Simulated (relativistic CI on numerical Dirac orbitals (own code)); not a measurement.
## Ir XXXIII: sensitivity of the levels to the model

Base calculation: Dirac-Coulomb-Breit CI, orbitals from a KLI potential per configuration, QED by a radiative potential, unscaled Slater integrals.

CI space (outside the closed core [Ar] 3d10): 4s2 4p6 4d9, 4s2 4p5 4d10, 4s2 4p6 4d8 4f, 4s 4p6 4d10, 4s2 4p5 4d9 4f, 4s 4p6 4d9 4f, 4s2 4p6 4d8 5s, 4s2 4p6 4d7 4f 5s, 4s2 4p6 4d8 5p, 4s2 4p6 4d8 5d, 4s2 4p5 4d9 5s, 4s2 4p6 4d7 5s2, 4s2 4p6 4d6 4f 5s2, 4s2 4p5 4d7 4f 5s2, 4s 4p6 4d7 4f 5s2. Double excitations out of closed p, d and f shells are left out; levels of such configurations are missing from the list, as are those of other unlisted configurations, and high levels can miss mixing partners.

The lowest level and the first level of each name with at least 55 % of one term (blank where a level has no safe partner in the second run):

```
                  Level  Base (cm⁻¹)  Shift (cm⁻¹)
     4s2 4p6 4d9 2D_5/2            0             0
     4s2 4p6 4d9 2D_3/2       167042            -1
   4s2 4p5 4d10 2P°_3/2      1589633         +1284
4s2 4p6 4d8 4f 4I°_15/2      1719479          +933
4s2 4p6 4d8 4f 4H°_13/2      1736078          +934
 4s2 4p6 4d8 4f 4F°_3/2      1810048          +934
4s2 4p6 4d8 4f 4I°_11/2      1855810          +933
4s2 4p6 4d8 4f 2K°_13/2      1874390          +933
4s2 4p6 4d8 4f 2K°_15/2      1912857          +933
4s2 4p6 4d8 4f 2I°_11/2      1948809          +933
```

At this charge energies of transitions that change n are usually good to better than 1 %, and those within a shell (Δn = 0) to a few per cent.

Task: One thing was changed in a second run, which moved the levels as shown. Which?
A. configuration mixing switched off
B. QED terms removed
C. P86 correlation estimate
D. Breit term removed

Result: C. P86 correlation estimate. A correlation estimate moves all levels of a configuration together before mixing; mixed levels move by a weighted share.

LS names give the leading component of a level, which can be under half, so a name can repeat, a term be missing and a line seem to break the LS rules.
